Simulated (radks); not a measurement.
Values are calculated unless marked as measured or tabulated.
All-electron atom: Re+ in [Xe] 4f14 5d5 6s1. Code: a radial shooting solver on a logarithmic mesh with Libxc functionals. Model: scalar-relativistic Kohn-Sham, Slater X-alpha with alpha = 0.995, spin-polarised, spherical densities, finite nucleus; open shells are filled with parallel spins first (spin-orbit coupling, left out, can overturn this in heavy ions); Fermi nuclear charge, rms radius 5.3698 fm.

Radial electron density D(r) = 4 pi r^2 rho(r):

r (bohr),D(r) (e/bohr),spin D(r)
0.001941,21.60,0.00115
0.002631,32.36,0.00169
0.003565,46.73,0.00233
0.004832,64.18,0.00297
0.006548,82.48,0.00329
0.008874,97.22,0.00273
0.01203,103.2,0.000639
0.0163,98.74,-0.00308
0.02209,91.90,-0.00640
0.02994,98.37,-0.00274
0.04058,122.6,0.0211
0.05499,139.4,0.0838
0.07453,123.9,0.194
0.1002,107.7,0.294
0.1358,124.0,0.232
0.184,117.1,-0.0197
0.2494,73.90,0.0270
0.338,73.64,0.471
0.4581,76.17,0.305
0.6209,43.13,-0.0479
0.8415,22.16,1.13
1.14,14.61,3.08
1.546,7.555,3.60
2.095,3.124,2.51
2.839,1.114,1.08
3.848,0.2422,0.241
5.214,0.02212,0.0221
7.067,0.0006349,0.000635

D(r) has 4 maxima, at r = 0.0121, 0.0554, 0.154, 0.406 bohr, and minima at 0.0234, 0.0994, 0.286 bohr, inside which lie 1.90, 11.04, 29.90 electrons.
